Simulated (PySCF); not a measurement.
Al(Cl)(OH)(OSiH3) (AlClH₄O₂Si), SMILES [Cl][Al]([O][SiH3])[OH].

Geometry optimised at PBE0-D3(BJ)/def2-SVP. The structure was generated by enumeration; whether it is a known compound was not checked. One conformer was computed; it need not be the lowest.

The numbers are results of TDDFT-CAM-B3LYP/def2-SVPD run with PySCF, not measurements.

Vertical excitations.  State labels are in the subgroup Cs.

Computed excitation energies, oscillator strengths and character:
```tsv
state	symmetry	energy (eV)	λ (nm)	f	main pairs
S1	A'	6.85	181	0.007	HOMO→LUMO 85 %
S2	A"	6.98	178	0.002	HOMO−1→LUMO 80 %
S3	A"	7.17	173	0.000	HOMO−3→LUMO 82 %
S4	A'	7.37	168	0.029	HOMO−2→LUMO 82 %
S5	A"	7.80	159	0.078	HOMO−4→LUMO 70 %
S6	A'	7.87	157	0.062	HOMO−5→LUMO 79 %
S7	A"	7.96	156	0.002	HOMO→LUMO+1 73 %, HOMO−2→LUMO+1 19 %
S8	A'	8.41	147	0.002	HOMO→LUMO+2 17 %, HOMO−6→LUMO 15 %, HOMO−1→LUMO+1 14 %, HOMO→LUMO+4 11 %
S9	A"	8.46	147	0.000	HOMO−2→LUMO+1 69 %, HOMO→LUMO+1 13 %
S10	A'	8.52	145	0.063	HOMO−1→LUMO+1 29 %, HOMO−3→LUMO+1 28 %, HOMO→LUMO+2 17 %, HOMO→LUMO+3 5 %
T1	A'	6.58	188	0	HOMO→LUMO 80 %
T2	A"	6.71	185	0	HOMO−1→LUMO 71 %
T3	A"	6.87	180	0	HOMO−3→LUMO 69 %
T4	A'	7.08	175	0	HOMO−2→LUMO 77 %
```
Triplets are in the Tamm–Dancoff approximation, which puts them higher than full response would, so one can lie above its singlet here.
